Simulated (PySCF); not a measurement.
C3H8O2Si, SMILES OC[SiH]1COC1. Atoms are numbered in the order given.

```xyz
14

O      2.6650    -0.0358     0.5299
C      1.7645     0.0788    -0.5731
Si     0.0238     0.4401     0.0896
C     -1.0663    -0.9477     0.7995
O     -2.1837    -0.4638     0.0157
C     -1.5649     0.3967    -0.9672
H      2.7204     0.8334     0.9497
H      2.1037     0.8259    -1.3218
H      1.7761    -0.8941    -1.0931
H      0.1518     1.6394     0.9806
H     -0.7752    -1.9765     0.5031
H     -1.3245    -0.9638     1.8717
H     -2.1626     1.3129    -1.1127
H     -1.4727    -0.1084    -1.9511
```

Geometry: r2SCAN-D4/def2-SVP. This is a generated structure with no PubChem entry under its InChIKey; it may be hypothetical. Other conformers were not sampled.

All values below come from PBE0/pcSseg-1 in PySCF.

GIAO shieldings, no solvent; atoms listed in one row are averaged. δ = σ(ref) − σ: ¹⁷O against H2O (σ = 334.2 ppm); ¹³C against TMS (σ = 186.3 ppm); ²⁹Si against TMS (σ = 352.7 ppm); ¹H against TMS (σ = 31.56 ppm), references at their B3LYP-D3(BJ)/def2-TZVP geometries, non-relativistic.

Computed chemical shifts:
| nucleus | atoms | count | δ (ppm) |
|---|---|---|---|
| ¹⁷O | O5 | 1 | 26.8 |
| ¹⁷O | O1 | 1 | 0.7 |
| ¹³C | C4 | 1 | 72.4 |
| ¹³C | C6 | 1 | 70.3 |
| ¹³C | C2 | 1 | 57.4 |
| ²⁹Si | Si3 | 1 | 6.5 |
| ¹H | H10 | 1 | 5.38 |
| ¹H | H11 | 1 | 4.85 |
| ¹H | H14 | 1 | 4.64 |
| ¹H | H12 | 1 | 4.63 |
| ¹H | H13 | 1 | 4.43 |
| ¹H | H9 | 1 | 4.28 |
| ¹H | H8 | 1 | 3.94 |
| ¹H | H7 | 1 | -0.68 |
